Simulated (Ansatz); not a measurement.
AlB2H3N: where a starting geometry ends

The starting geometry of this gas-phase doublet was optimised with GFN2-xTB.

```xyz
7

Al    2.5110   -2.1444    0.7289
B     0.2808   -1.0769   -1.1111
B     1.8796   -0.1833    0.9346
N     1.1220   -0.9347   -0.1783
H    -0.4517   -1.2908   -1.9625
H     1.1971    0.0655    1.8744
H     2.6020    0.6613    0.5160
```

Task: Where would you expect an optimisation with BLYP-D3(BJ)/def2-SVP to take it?

Result: It rearranges, giving a structure given below by its coordinates. Contacts that open: Al1–B3 (2.07 → 2.81 Å). Contacts that close: Al1–B2 (3.08 → 2.31 Å).

The energy falls by 0.63 eV over 13 steps:

```tsv
step	E − E(last) (eV)
1	0.632
2	0.433
4	0.086
5	0.037
6	0.022
8	0.006
9	0.003
10	0.000
12	0.000
13	0.000
```

Final geometry (Å):

| atom | x (Å) | y (Å) | z (Å) |
| --- | --- | --- | --- |
| Al | 2.1198 | -2.5199 | 0.1592 |
| B | 0.4992 | -1.3473 | -1.0034 |
| B | 1.7273 | 0.1506 | 0.9237 |
| N | 1.0798 | -0.6127 | -0.0807 |
| H | -0.2860 | -1.5156 | -1.8896 |
| H | 1.2721 | 0.1622 | 2.0504 |
| H | 2.7286 | 0.7793 | 0.6424 |

No frequencies were run, so the end isn't proven a minimum. Open shells are spin-unrestricted. Run with Ansatz 0.2.0, 47 s on 1 thread of Arm Neoverse V1, on a shared host.
